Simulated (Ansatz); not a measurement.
A nudged elastic band was laid between two geometries of CH5FN2Si (10 atoms, charge 0, multiplicity 1).

These are results of RKS PBE-D4/6-31G (Ansatz), not measurements.

* movable images: 5
* climbing image: yes
* spring: 5.0 eV/Å²
* optimiser: quadratic models (default)
* start path: IDPP
* force threshold: 0.05 eV/Å
* iteration limit: 22
* end points: relaxed

Image 0:

```xyz
10
Properties=species:S:1:pos:R:3
N -1.561 0.731 0.347
C -1.159 -0.284 -0.317
F -2.023 -1.175 -1.028
N 0.150 -0.662 -0.443
Si 1.448 0.314 0.374
H -2.572 0.900 0.359
H 0.348 -1.489 -0.999
H 2.718 -0.420 0.000
H 1.258 0.311 1.870
H 1.477 1.723 -0.161
```

Image 6:

```xyz
10
Properties=species:S:1:pos:R:3
N -2.006 0.469 0.146
C -1.275 -0.415 -0.412
F -1.933 -1.405 -1.174
N 0.089 -0.652 -0.452
Si 1.334 0.362 0.385
H -1.526 1.191 0.702
H 0.374 -1.463 -1.000
H 2.648 -0.305 0.069
H 1.076 0.385 1.876
H 1.303 1.781 -0.138
```

(1) Which bonds break or form, and what moves?

(2) Give the energies along the band, and the barrier.

(3) What is the geometry of the highest image?

Results:

(1) No bond is made or broken. The dihedral H6–N1–C2–F3 changes from 0 to 180° by way of a nearly straight angle H6–N1–C2 (up to 172°), not by a turn about the bond.

(2) It converged. The highest image is number 3 of 0 to 6, 0.70 eV above the first end and 0.37 eV above the last; the last end lies 0.33 eV above the first. A vibrational analysis at the climbing image gives 2 clearly imaginary modes (756i, 117i cm⁻¹): a point of higher order, so a lower path passes nearby. Limits of this set-up: no polarisation functions.

| image | path coordinate (Å) | energy (eV) | angle H6–N1–C2 (°) |
| --- | --- | --- | --- |
| 0 | 0.00 | 0.00 | 117 |
| 1 | 0.33 | 0.06 | 126 |
| 2 | 0.66 | 0.41 | 152 |
| 3 | 1.00 | 0.70 | 172 |
| 4 | 1.26 | 0.55 | 145 |
| 5 | 1.51 | 0.36 | 124 |
| 6 | 1.77 | 0.33 | 117 |

(3) 
```xyz
10
Properties=species:S:1:pos:R:3
N -1.803 0.490 0.163
C -1.187 -0.411 -0.404
F -1.865 -1.436 -1.194
N 0.166 -0.689 -0.462
Si 1.367 0.361 0.395
H -2.170 1.264 0.667
H 0.442 -1.504 -1.005
H 2.704 -0.276 0.093
H 1.108 0.372 1.884
H 1.322 1.777 -0.132
```

Run time: 5.8 min on 1 thread of Intel(R) Xeon(R) Processor @ 2.50GHz (Skylake/Cascade Lake), with other jobs on the host, peak memory 0.12 GiB.
